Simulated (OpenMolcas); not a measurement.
**F II: RASPT2 settings compared**

* Program: OpenMolcas
* Basis: ANO-RCC-VTZP [4s3p2d1f]
* Scalar Hamiltonian: DKH2, point nucleus
* Active space: 6 electrons in 9 orbitals (RAS2 2s 2p; RAS3 3d, at most 2 electrons)
* State averaging: 2S+1 = 3 even, 3 roots; 2S+1 = 1 even, 6 roots kept (CI in the orbitals of an earlier block); 2S+1 = 3 odd, 3 roots; 2S+1 = 1 odd, 3 roots kept (CI in the orbitals of an earlier block)
* Spin-orbit coupling: state interaction with AMFI integrals over the reference wave functions, term energies averaged over their components

Methods on the same reference wave functions:
A. RASSCF
B. SS-RASPT2, IPEA 0.2 Eh, real shift 0.4 Eh (closed shells correlated: 1s)
C. SS-RASPT2, IPEA 0.1 Eh, no level shift (closed shells correlated: 1s)
D. SS-RASPT2, IPEA 0.3 Eh, sigma1 regulariser 0.05 Eh (closed shells correlated: 1s)

Energies in cm⁻¹ above 2s² 2p⁴ ³P₂, the measured ground level; measured values from NIST Handbook of Basic Atomic Spectroscopic Data.

```json
{"Level": "2s² 2p⁴ ³P₂", "A": "0.0", "B": "0.0", "C": "0.0", "D": "0.0", "Measured": "0.0"}
{"Level": "2s² 2p⁴ ³P₁", "A": "322", "B": "322", "C": "322", "D": "322", "Measured": "341"}
{"Level": "2s² 2p⁴ ³P₀", "A": "477", "B": "477", "C": "477", "D": "477", "Measured": "490"}
{"Level": "2s² 2p⁴ ¹D₂", "A": "22202", "B": "21320", "C": "21330", "D": "21330", "Measured": "20873"}
{"Level": "2s² 2p⁴ ¹S₀", "A": "47539", "B": "45470", "C": "45420", "D": "45490", "Measured": "44918"}
{"Level": "2s 2p⁵ ³P°₂", "A": "168420", "B": "165680", "C": "165560", "D": "165620", "Measured": "164798"}
{"Level": "2s 2p⁵ ³P°₁", "A": "168730", "B": "165990", "C": "165870", "D": "165930", "Measured": "165107"}
{"Level": "2s 2p⁵ ³P°₀", "A": "168886", "B": "166150", "C": "166030", "D": "166090", "Measured": "165279"}
{"Level": "2s 2p⁵ ¹P°₁", "A": "245293", "B": "238940", "C": "238790", "D": "238880", "Measured": ""}
```

Deviations, from unrounded energies. A percentage is the sum of absolute deviations over the sum of measured energies, with the sign that they share, or ± where signs differ.

```tsv
Against measurement	Levels	A	B	C	D
mean absolute deviation (cm-1)	7	2100	520	470	500
fine structure of the ground term (%)	2	-3.9	-3.9	-3.9	-3.9
other terms of the ground configuration (%)	2	+6.0	+1.5	+1.5	+1.6
other configurations (%)	3	+2.2	+0.5	+0.5	+0.5
```

C lies closest to measurement on these levels and A furthest from it. The largest miss of C in the table is 2s 2p⁵ ³P°₁, by +770 cm-1. The ranking rests on the paired levels alone, and a cruder setting can come out closer through cancelling errors.

Among B to D the level of the table that moves most is 2s 2p⁵ ¹P°₁, by 150 cm-1 (lowest in C, highest in B). Moves below CASPT2's spread within the term are not significant.

From A to B the spin-free energies of the other terms of 2s² 2p⁴ shown, above ³P, scale by a factor of 0.96.

The lowest spin-free term lies below A's lowest term by 0.088 hartree in B, 0.088 hartree in C, 0.088 hartree in D.

CASPT2 does not keep the components of a term degenerate, so their means are used; among the terms shown or strongly mixed into the levels shown the widest spread is 13 cm-1 (2s² 2p⁴ ¹D, D). Terms from blocks run as CI alone lack orbitals of their own. Active for correlation alone: 3d; no level in the range computed is led by a configuration that fills it, so any true level of that kind is missing. Without dynamic correlation excited terms often stand tens of per cent too high (terms of higher spin than the ground term too low), and those without a measured partner can miss by more than the paired ones (holds for A). Measured partners are found by configuration, term and J. A level has none where our copy of the source lacks it or the pairing is in doubt (some pairs that miss far off the trend of their configuration count as doubtful), and it then counts in no deviation. Levels of configurations outside the active space are missing.

° marks odd parity.
